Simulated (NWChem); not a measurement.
## Atomisation of Cl2Si

```
Si
Cl 1 2.1112
Cl 1 2.1112 2 101.95
```
Charge 0, spin multiplicity 1.

Everything below was run with NWChem. All single points use one geometry, from PBE/def2-SVP, a minimum by its harmonic frequencies.

Basis set: def2-TZVP. The atomisation energy is electronic alone: no zero-point, thermal, spin-orbit or counterpoise terms. No value is extrapolated to the basis-set limit. Free atoms are single determinants with multiplicities Si 3, Cl 2. Correlated methods freeze the same cores in atoms and molecule, 15 orbitals in all.

Costs are rough ratios of processor time within this set of runs, SCF included, with HF as 1. Costs are the molecule's.

B3LYP has NWChem's definition, with VWN1-RPA local correlation. The structure started from a generated list of species. No SCF solution was tested for a lower state. Open-shell Hartree-Fock references start from PBE0 orbitals; any time given for them includes that run. Coupled-cluster values serve here as a point of comparison, not as the truth.

```
method     atomisation energy (kcal/mol)  relative cost
---------  -----------------------------  -------------
HF                            (withheld)              1
BHandHLYP                          192.2        under 3
PBE0                               205.3        under 3
B3LYP                              200.1        under 3
PBE                           (withheld)        under 3
r2SCAN                             208.0        under 3
TPSS                               206.1        under 3
MP2                                206.2        under 3
CCSD(T)                            196.2             30
```

**Question.** Fill in the missing entries.

**Answer.** 
- HF, atomisation energy (kcal/mol): 144.1
- PBE, atomisation energy (kcal/mol): 211.9
